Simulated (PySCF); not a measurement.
Record of a relaxation.

Compound: B2H8N2O.
Bonds: O1–B2, B2–N3, N3–B4, B4–N5, B2–N5. Hydrogens: H6 on O1; H7 on B2; H8, H9 on N3; H10, H11 on B4; H12, H13 on N5.

Method: PBE0-D3(BJ)/def2-SVP geometry optimisation, gas phase in PySCF; density fitting, grid level 1; the optimiser is geomeTRIC in internal coordinates, started from a GFN2-xTB structure with every atom displaced at random (about 0.01 Å). The frame can shift and turn from step to step; on so coarse a grid that alone can change the energy by a few meV, and forces under 0.02 eV/Å are noise.

Step 0: E = -6501.5970 eV, largest atomic force 3.274 eV/Å
```
atom  x, y, z in Å  |  force x, y, z in eV/Å
O1      1.815   -0.534   -0.737   -2.744   1.681  -0.608
B2      0.776   -0.362    0.246    0.608  -0.137  -1.196
N3      0.168    1.122    0.211    1.445   1.177   0.783
B4     -1.228    0.504    0.028   -0.898  -0.412   0.403
N5     -0.634   -0.933   -0.273    0.163   0.131   0.433
H6      2.542   -1.009   -0.448    2.064  -1.380   1.002
H7      1.042   -0.731    1.351   -0.045  -0.148   0.634
H8      0.535    1.626   -0.604   -0.117  -0.108   0.228
H9      0.343    1.710    1.052   -0.207  -0.617  -0.843
H10    -1.852    0.953   -0.884   -0.295   0.254  -0.540
H11    -1.863    0.494    1.067    0.044   0.011   0.103
H12    -1.016   -1.715    0.241   -0.117  -0.176   0.040
H13    -0.623   -1.142   -1.259    0.098  -0.276  -0.440
```

Step 1: E = -6501.7101 eV, largest atomic force 0.971 eV/Å
```
atom  x, y, z in Å  |  force x, y, z in eV/Å
O1      1.806   -0.244   -0.868    0.821  -0.518  -0.017
B2      0.817   -0.334    0.122   -0.265   0.279   0.439
N3      0.133    1.102    0.399   -0.393  -0.427   0.156
B4     -1.279    0.413    0.065    0.195   0.113  -0.046
N5     -0.577   -0.937   -0.407    0.015   0.009  -0.161
H6      2.604   -0.725   -0.593   -0.547   0.374  -0.294
H7      1.110   -0.840    1.204    0.044  -0.083  -0.104
H8      0.450    1.858   -0.206   -0.003  -0.056   0.046
H9      0.203    1.365    1.378    0.130   0.294  -0.106
H10    -1.902    0.963   -0.822    0.028   0.056  -0.044
H11    -1.907    0.240    1.092   -0.055  -0.034   0.034
H12    -0.902   -1.785    0.047    0.036  -0.042   0.003
H13    -0.570   -1.090   -1.416   -0.006   0.034   0.095
```

Step 2: E = -6501.7395 eV, largest atomic force 0.333 eV/Å
```
atom  x, y, z in Å  |  force x, y, z in eV/Å
O1      1.801   -0.258   -0.873    0.113  -0.086   0.035
B2      0.818   -0.332    0.139   -0.063   0.092   0.116
N3      0.124    1.098    0.414   -0.126  -0.282   0.124
B4     -1.280    0.416    0.066    0.079   0.036  -0.005
N5     -0.573   -0.935   -0.398   -0.047   0.008  -0.048
H6      2.597   -0.737   -0.629   -0.123   0.097  -0.051
H7      1.121   -0.856    1.207    0.034  -0.019  -0.053
H8      0.441    1.842   -0.201    0.020  -0.001  -0.066
H9      0.203    1.401    1.379    0.074   0.149  -0.028
H10    -1.882    0.972   -0.835    0.024   0.026  -0.012
H11    -1.931    0.244    1.082   -0.017  -0.016  -0.015
H12    -0.896   -1.788    0.049    0.021  -0.007  -0.001
H13    -0.558   -1.082   -1.405    0.011   0.003   0.004
```

Step 3: E = -6501.7487 eV, largest atomic force 0.167 eV/Å
```
atom  x, y, z in Å  |  force x, y, z in eV/Å
O1      1.787   -0.258   -0.871   -0.134   0.092  -0.036
B2      0.814   -0.337    0.153    0.008   0.008  -0.023
N3      0.122    1.088    0.425    0.008  -0.012   0.121
B4     -1.280    0.418    0.068   -0.009   0.003  -0.004
N5     -0.577   -0.936   -0.391   -0.040  -0.004  -0.006
H6      2.589   -0.725   -0.644    0.125  -0.063   0.047
H7      1.132   -0.871    1.209    0.005  -0.011  -0.004
H8      0.444    1.816   -0.210    0.009  -0.039  -0.065
H9      0.216    1.429    1.377    0.010   0.030  -0.011
H10    -1.858    0.983   -0.845    0.003   0.005   0.005
H11    -1.950    0.251    1.072    0.003  -0.006  -0.018
H12    -0.900   -1.793    0.049   -0.002   0.009   0.006
H13    -0.552   -1.078   -1.398    0.016  -0.013  -0.013
```

Step 4: E = -6501.7507 eV, largest atomic force 0.103 eV/Å
```
atom  x, y, z in Å  |  force x, y, z in eV/Å
O1      1.782   -0.256   -0.869   -0.086   0.051  -0.024
B2      0.811   -0.341    0.158    0.024  -0.016  -0.029
N3      0.123    1.083    0.430    0.025   0.049   0.075
B4     -1.280    0.421    0.069   -0.018  -0.006  -0.013
N5     -0.581   -0.937   -0.388   -0.004   0.007  -0.013
H6      2.589   -0.717   -0.645    0.068  -0.037   0.035
H7      1.135   -0.880    1.209   -0.005  -0.008   0.005
H8      0.449    1.799   -0.218    0.003  -0.033  -0.040
H9      0.224    1.441    1.375   -0.007  -0.002  -0.004
H10    -1.848    0.989   -0.848   -0.005   0.002   0.007
H11    -1.958    0.256    1.067    0.005  -0.004  -0.004
H12    -0.907   -1.793    0.051   -0.005   0.010   0.010
H13    -0.552   -1.079   -1.396    0.006  -0.013  -0.004
```

Step 5: E = -6501.7514 eV, largest atomic force 0.047 eV/Å
```
atom  x, y, z in Å  |  force x, y, z in eV/Å
O1      1.779   -0.258   -0.869   -0.005  -0.004  -0.007
B2      0.810   -0.344    0.160    0.008  -0.019  -0.006
N3      0.126    1.082    0.431    0.014   0.038   0.023
B4     -1.279    0.424    0.069   -0.008  -0.006  -0.013
N5     -0.585   -0.936   -0.387    0.013   0.015  -0.017
H6      2.589   -0.715   -0.641    0.001   0.002   0.007
H7      1.134   -0.887    1.209   -0.006  -0.002   0.003
H8      0.455    1.786   -0.226    0.001  -0.014  -0.011
H9      0.230    1.449    1.373   -0.009  -0.005  -0.001
H10    -1.844    0.995   -0.848   -0.006   0.003   0.006
H11    -1.960    0.261    1.066    0.005  -0.003   0.005
H12    -0.914   -1.790    0.054   -0.005   0.005   0.009
H13    -0.553   -1.081   -1.394   -0.002  -0.009   0.003
```

Step 6: E = -6501.7517 eV, largest atomic force 0.028 eV/Å
```
atom  x, y, z in Å  |  force x, y, z in eV/Å
O1      1.778   -0.263   -0.868    0.017  -0.022   0.002
B2      0.809   -0.346    0.160   -0.003  -0.010   0.005
N3      0.129    1.082    0.430    0.003   0.011  -0.002
B4     -1.279    0.427    0.069    0.000  -0.002  -0.008
N5     -0.587   -0.935   -0.387    0.013   0.012  -0.012
H6      2.589   -0.718   -0.636   -0.016   0.013  -0.004
H7      1.130   -0.890    1.210   -0.003   0.000   0.000
H8      0.460    1.782   -0.232    0.001  -0.001   0.002
H9      0.233    1.452    1.370   -0.004   0.001  -0.001
H10    -1.844    0.999   -0.847   -0.004   0.002   0.003
H11    -1.958    0.264    1.066    0.004  -0.002   0.005
H12    -0.919   -1.787    0.056   -0.003   0.002   0.005
H13    -0.556   -1.082   -1.394   -0.004  -0.004   0.003
```

Problem. Summarise the path.

Solution. The energy falls by 14.93 kJ/mol from step 0 to step 6; nine tenths of that is first reached at step 2. It falls at every step. The largest force goes from 3.274 to 0.028 eV/Å. Among the bonds N3–B4 changes most, from 1.538 to 1.594 Å; the atoms move by 0.089 Å rms after alignment.

What follows is the cost of the whole optimisation. Hardware: an Arm Neoverse V2 with one thread, shared host with 96 logical CPUs at a one-minute load of 38. Cost: 24 s wall, 0.46 GiB resident at most.
